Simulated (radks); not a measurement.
All-electron atom: neutral copper in [Ar] 3d10 4s1 (the NIST ground configuration). All-electron calculation, non-relativistic Kohn-Sham, PBE, spin-polarised, spherical densities, point nucleus; open shells are filled with parallel spins first; hard spherical wall at 10 bohr. Program: a radial shooting solver on a logarithmic mesh with Libxc functionals. Some entries of the table are withheld. Estimate them.

orbital  occ.  eigenvalue (eV)  <1/r> (bohr^-1)  <r^2> (bohr^2)
1s up       1        -8746.401            28.51        0.003751
1s down     1        -8746.373            28.51        0.003751
2s down     1        -1039.793            6.193         0.06713
2s up       1        -1039.754            6.193         0.06713
2p down     3        -911.5456            6.155         0.05291
2p up       3        -911.5231            6.155         0.05290
3s down     1        -110.8853            1.960          0.6032
3s up       1        -110.8428            1.959          0.6039
3p down     3         -71.0320            1.828          0.6723
3p up       3         -71.0060            1.826          0.6743
3d up       5          -5.2061            1.365           1.602
3d down     5          -5.0516            1.384           1.493
4s up       1          -4.8096           0.4385           10.21
4s down     0          -3.8643           0.4372           10.39
4p up       0          -0.8004           0.2966           20.36
4p down     0           0.0708           0.2907           21.08
5s up       0           1.6134           0.2264           39.10
5s down     0           2.3759           0.2276           39.39
4d up       0              (1)           0.2050           37.77
4d down     0              (2)           0.1994           38.26

Answer. 
(1) 4d up eigenvalue (eV): 2.5926
(2) 4d down eigenvalue (eV): 3.3358
